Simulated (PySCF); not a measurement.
## Diatomics of Se with the second period

PBE0 with triple-zeta basis sets in PySCF, for the lowest determinant that a PBE0 search found; no spin–orbit coupling. De refers to high-spin ground-configuration atoms. A positive dipole means M(−)Se(+).

```csv
M,basis,state (unpaired electrons),Re (Å),ωe (cm⁻¹),De (eV),μ (D)
Li,x2c-TZVPPall,doublet (π ↑),2.271,516,2.85,-6.86
Be,def2-TZVPP,singlet (closed shell),1.868,860,2.94,-4.98
B,def2-TZVPP,doublet (σ ↑),1.741,994,5.11,-0.52
C,x2c-TZVPPall,singlet (closed shell),1.666,1083,6.07,2.13
N,x2c-TZVPPall,doublet (π ↑),1.638,1019,3.67,2.14
O,def2-TZVPP,triplet (π ↑↑),1.633,973,4.56,2.13
F,def2-TZVPP,doublet (π ↑),1.738,708,3.42,1.43
```

Q: By what factor does the bond length vary along the series?

A: At PBE0 it runs from 1.633 Å (SeO) to 2.271 Å (LiSe), a factor of 1.39.

The rows differ in basis set, which adds steps of its own.

The state changes along the series, so neighbouring rows are not always alike in their bonding.

Spin–orbit coupling is left out. States were picked by a PBE0 search and need not be the measured ground states.
